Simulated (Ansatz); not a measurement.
Geometry optimisation, Ansatz, RKS B3LYP-D4/cc-pVDZ.

Input:

```yaml
crystal:
  periodic: [false, false, false]
  atoms:
    - { symbol: C, position_ang: [-0.4866, 0.4683, -1.8781] }
    - { symbol: C, position_ang: [-0.1801, 0.2322, -0.7785] }
    - { symbol: Si, position_ang: [0.3436, -0.1991, 0.9389] }
    - { symbol: Cl, position_ang: [-0.9537, -1.401, 1.8201] }
    - { symbol: H, position_ang: [-0.8552, 0.7503, -2.8942] }
    - { symbol: H, position_ang: [-0.51835, 1.01734, -0.10231] }
    - { symbol: H, position_ang: [1.6871, -0.945, 0.945] }
basis:
  gaussian: { orbitals: cc-pVDZ }
hamiltonian:
  xc: b3lyp
  dispersion: d4
relax:
  f_tol: 0.02
  max_steps: 50
output:
  orbitals: {}
```

Run as:

```bash
$ ansatz run input.yaml --threads 1 --pin off --max-ram 2048MiB --backend cpu --events-out ev --progress --plain --runs-dir out
```

Where does it end, and by what steps?

The run converged. After 13 steps the energy has fallen by 4.376 eV; H6 moved furthest, 1.67 Å. The start is strongly strained (largest force component 11 eV/Å), so its close contacts needn't be bonds. Parted: C2–H6 (1.09 → 2.73 Å).

```csv
step,energy less start (eV),largest force component (eV/Å),accepted
0,0.0000,10.552,yes
1,-1.0979,1.813,yes
2,-1.2623,2.026,yes
3,-1.4519,1.098,yes
4,-1.8994,2.423,yes
5,-2.7122,3.257,yes
6,-3.4582,2.421,yes
7,-3.9631,0.957,yes
8,-4.1941,0.505,yes
9,-4.3123,0.511,yes
10,-4.3711,0.116,yes
11,-4.3715,0.868,yes
12,-4.3763,0.025,yes
13,-4.3763,0.003,yes
```

```xyz
7
Properties=species:S:1:pos:R:3
C -0.616 0.283 -2.209
C -0.289 0.136 -1.045
Si 0.217 -0.073 0.703
Cl -1.088 -1.413 1.649
H -0.907 0.410 -3.235
H 0.131 1.228 1.417
H 1.588 -0.647 0.771
```

Whether the end is a true minimum wasn't checked by a vibrational analysis.

The run took 54 s on 1 thread of Arm Neoverse V1, on a shared host, peak memory 0.15 GiB.
